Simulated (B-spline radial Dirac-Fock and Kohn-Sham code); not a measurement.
# Run log: Pd

ΔSCF core binding energies without Breit or QED terms, calculated with an atomic code on a B-spline grid. Keys: rel is the Hamiltonian (dirac, or spin-free x2c and nr, where L3 and M5 stand for the whole 2p and 3d shells), method is hf or an exchange,correlation pair (spin-unpolarised, also for the hole states), nuc the nuclear model, radius_factor scales its radius, rmax is the box in bohr, h the logarithmic mesh step, order the B-spline order, points the quadrature points per cell, c_factor scales the speed of light, and damp, ndamp, maxit and tol steer the iteration. The run stops when the commutator error falls below 10·tol·max(1, Z/10), or the numerical noise floor, and the energy has settled to about 1e-8 Ha; the virial ratio is −V/T.

Input (task.json):

```json
{"items": [{"Z": 46, "q": 0, "cfg": [[1, 0, 2], [2, 0, 2], [2, 1, 6], [3, 0, 2], [3, 1, 6], [3, 2, 10], [4, 0, 2], [4, 1, 6], [4, 2, 10]], "A": 106, "rrms": 4.5318, "do": "settings", "holes": ["K", "L3", "M5"],
  "settings": [{"rel": "dirac", "method": "hf", "nuc": "sphere", "radius_factor": 1.0, "rmax": 45.0, "h": 0.3, "order": 8, "points": 10, "c_factor": 1.0, "maxit": 60, "damp": 0.5, "ndamp": 3, "tol": 1e-08}]}]}
```

Command: `python xray2_run.py task.json out`

Ground-state iterations:

```
iter   energy (Ha)        error
   1    -5043.17938594  1.63e+00
   2    -5043.48666830  1.91e-01
   3    -5044.39569673  2.31e-02
   4    -5044.40008275  7.09e-03
   5    -5044.40044209  1.24e-03
   6    -5044.40046693  3.85e-04
   7    -5044.40047003  2.32e-04
   8    -5044.40047170  2.12e-05
   9    -5044.40047178  2.59e-06
  10    -5044.40047179  9.67e-07
  11    -5044.40047179  2.61e-07
```

The ground state converged in 11 iterations, with total energy -5044.40047 Ha, virial ratio 1.95726 and highest orbital energy -8.70 eV. ΔSCF binding energies: K (1s) 24428.2 eV, L3 (2p3/2) 3184.4 eV, M5 (3d5/2) 340.0 eV.
